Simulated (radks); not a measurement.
Values are calculated unless marked as measured or tabulated.
The nuclear charge of the promethium ion Pm2+ is varied continuously with 59 electrons held in [Xe] 4f5. Code: a radial shooting solver on a logarithmic mesh with Libxc functionals. Model: scalar-relativistic Kohn-Sham, r2SCAN, spin-unpolarised, spherical densities, finite nucleus; meta-GGA in the generalised Kohn-Sham scheme; Fermi nuclear charge, rms radius 4.962 fm. By the Hellmann-Feynman theorem dE/dZ = E(electron-nucleus)/Z, the electronic potential at the nucleus (averaged over a nucleus of fixed radius). The scalar-relativistic energy here is not variational (the density holds large components alone), so the two differ by a part that grows with Z.

| Z | E (hartree) | E(electron-nucleus)/Z (hartree) | HOMO | e(HOMO) (eV) | <r> HOMO (bohr) |
|---|---|---|---|---|---|
| 60.5 | -9821.1346 | -394.256 | 4f | -7.571 | 1.143 |
| 60.75 | -9920.4958 | -396.600 | 4f | -10.926 | 1.080 |
| 61 | -10020.4499 | -398.939 | 4f | -14.631 | 1.032 |
| 61.25 | -10120.9963 | -401.276 | 4f | -18.620 | 0.9925 |
| 61.5 | -10222.1344 | -403.612 | 4f | -22.853 | 0.9590 |
| 61.75 | -10323.8645 | -405.948 | 4f | -27.307 | 0.9299 |
| 62 | -10426.1866 | -408.284 | 4f | -31.963 | 0.9041 |

The central difference of E at Z = 61 is -401.001 hartree, to compare with the third column; the second derivative is -9.47 hartree.
